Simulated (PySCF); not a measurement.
difluorosilyl(difluoro)silane (F4H2Si2), SMILES F[SiH](F)[SiH](F)F.

The structure is a stationary point at r2SCAN-D4/def2-SVP. One conformer was computed; it need not be the lowest.

Calculation: PBE/def2-TZVP run with PySCF.

Symmetry labels are those of the subgroup C2h that the program uses (full group C2h).

Computed valence orbital energies around the gap with their symmetry:
```csv
orbital,symmetry,energy (eV)
HOMO−7,Bu,-11.05
HOMO−6,Au,-10.62
HOMO−5,Bg,-10.54
HOMO−4,Au,-10.33
HOMO−3,Bg,-10.22
HOMO−2,Ag,-10.19
HOMO−1,Bu,-9.65
HOMO,Ag,-7.61
LUMO,Au,-2.07
LUMO+1,Bu,-2.00
LUMO+2,Bu,0.07
LUMO+3,Bg,0.51
```
